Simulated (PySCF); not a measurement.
## Electron correlation in Sb (antimony, neutral)

[Kr] 4d10 5s2 5p3, high-spin 4S determinant. All numbers are calculated (PySCF 2.14, a scalar-relativistic core potential, in cc-pVDZ-PP with ECP28MDF (4s3p2d, 23 functions)). Frozen: 4s2 4p6 4d10; 5 electrons correlated.

MP2 pair energies summed by pair of shells (mhartree):

```
 pair  energy  share (%)
5s-5p  -29.85       64.7
5p-5p  -10.33       22.4
5s-5s   -5.95       12.9
```

Total MP2 correlation energy: -46.14 mhartree.

Same-spin part -12.54 and opposite-spin part -33.60 mhartree; SCS-MP2 scales them by 1/3 and 6/5 to -44.50 mhartree.

| level | correlation energy (mhartree) |
| --- | --- |
| CCSD | -58.98 |
| (T) | -0.59 |
| CCSD(T) | -59.57 |

Diagnostics: T1 = 0.0031, D1 = 0.0084, largest double amplitude 0.059.

Cost of the coupled-cluster step: 0.09 s of wall time on 1 thread of Neoverse-V1 (shared host), for 5 correlated electrons.

Iterations:

```
CC2 = 0
CCSD nocc = (np.int64(4), np.int64(1)), nmo = (14, 14)
frozen orbitals [[0, 1, 2, 3, 4, 5, 6, 7, 8], [0, 1, 2, 3, 4, 5, 6, 7, 8]]
max_cycle = 100
direct = 0
conv_tol = 1e-08
conv_tol_normt = 1e-06
diis_space = 8
diis_start_cycle = 0
Init t2, MP2 energy = -0.0461365503403882
Init E_corr(UCCSD) = -0.04613655034072
cycle = 1  E_corr(UCCSD) = -0.0560657948647294  dE = -0.00992924452  norm(t1,t2) = 0.0399841
cycle = 2  E_corr(UCCSD) = -0.0582238453584094  dE = -0.00215805049  norm(t1,t2) = 0.0108613
cycle = 3  E_corr(UCCSD) = -0.058990369166636  dE = -0.000766523808  norm(t1,t2) = 0.00355644
cycle = 4  E_corr(UCCSD) = -0.0589760079566672  dE = 1.436121e-05  norm(t1,t2) = 0.000356619
cycle = 5  E_corr(UCCSD) = -0.0589764256033978  dE = -4.17646731e-07  norm(t1,t2) = 2.94712e-05
cycle = 6  E_corr(UCCSD) = -0.0589760781646182  dE = 3.4743878e-07  norm(t1,t2) = 4.31603e-06
cycle = 7  E_corr(UCCSD) = -0.0589762278265508  dE = -1.49661933e-07  norm(t1,t2) = 8.51121e-07
cycle = 8  E_corr(UCCSD) = -0.058976167091597  dE = 6.07349539e-08  norm(t1,t2) = 2.30773e-07
cycle = 9  E_corr(UCCSD) = -0.0589761754336511  dE = -8.34205412e-09  norm(t1,t2) = 6.11661e-08
UCCSD converged
E(UCCSD) = -239.3316353562298  E_corr = -0.05897617543365111
UCCSD(T) correction = -0.000591694901541648
```
